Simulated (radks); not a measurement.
Results of a calculation; reference values are marked as such.
Task: Coherent X-ray form factor from a spherical all-electron density. Code: a radial shooting solver on a logarithmic mesh with Libxc functionals. Model: Dirac Kohn-Sham, Slater X-alpha with alpha = 1.002, spin-unpolarised, spherical densities, finite nucleus; Fermi nuclear charge, rms radius of each element as measured or else 0.836 A^(1/3) + 0.57 fm.

| sin(theta)/lambda (1/angstrom) | f0 (electrons) |
|---|---|
| 0.05 | 52.165 |
| 0.1 | 49.912 |
| 0.15 | 46.841 |
| 0.2 | 43.556 |
| 0.25 | 40.448 |
| 0.3 | 37.661 |
| 0.4 | 32.964 |
| 0.5 | 29.060 |
| 0.6 | 25.744 |
| 0.8 | 20.818 |
| 1 | 17.707 |
| 1.25 | 14.985 |
| 1.5 | 12.617 |
| 2 | 8.679 |

The species is in the configuration that NIST lists as its ground one. Which atom or ion scatters so?

Result: The xenon ion Xe+, [Kr] 4d10 5s2 5p5. Extrapolating in s^2 from the first two rows gives f0(0) = 52.9, near the electron count 53; among species with that count, the fall with angle is slower the higher Z, and the table is that of Z = 54; from so few rows the species is fixed only to a neighbour or two.
